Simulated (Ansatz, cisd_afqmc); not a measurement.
Species: CH₃Si, charge 1, singlet. CH3Si+ (parent SMILES C[Si], singlet).
B3LYP-D3(BJ)/def2-TZVP minimum from Ansatz (a quantum-chemistry and plane-wave program):
```xyz
5

C     -1.0493    -0.0100    -0.0408
Si     0.7595     0.0072     0.0295
H     -1.4073    -0.6121    -0.8909
H     -1.4513     1.0090    -0.1568
H     -1.4778    -0.4382     0.8792
```
Charge +1, spin multiplicity 1.

Total energies in cc-pV(D+d)Z, 10 correlated electrons, 6 frozen orbitals. Radicals and triplets start from unrestricted determinants; spin-orbit coupling is neglected. Cores are frozen in correlated methods. No relativity. AFQMC is phaseless with a CISD trial state; ± is one standard error, without the phaseless bias. Outlying blocks are dropped, and bars are widened where a walk drifts. Over all cases where full CI ran beside it in this data, AFQMC minus full CI had a median of +0.1 mEh and passed +0.4 mEh in a tenth of the cases. The spin of CH3Si+ (parent SMILES C[Si], singlet) was assumed, and the state is the lowest solution found for it.

| method | program | energy (Eh) | minus CCSDTQ (mEh) |
|---|---|---|---|
| HF | Ansatz | -328.23521 | 245.94 |
| MP2 | Ansatz | -328.43904 | 42.11 |
| CCSD | Ansatz | -328.47341 | 7.73 |
| CCSD(T) | Ansatz | -328.48000 | 1.14 |
| CCSDT(Q) | Ansatz | -328.48115 | -0.01 |
| CCSDTQ | Ansatz | -328.48115 | 0.00 |
| AFQMC/CISD | cisd_afqmc | -328.4810 ± 0.0006 | 0.1 ± 0.6 |

Rough core times of Ansatz's runs on a shared machine: CCSD(T) under 20 s, CCSDT(Q) under 20 s, CCSDTQ 7 min.
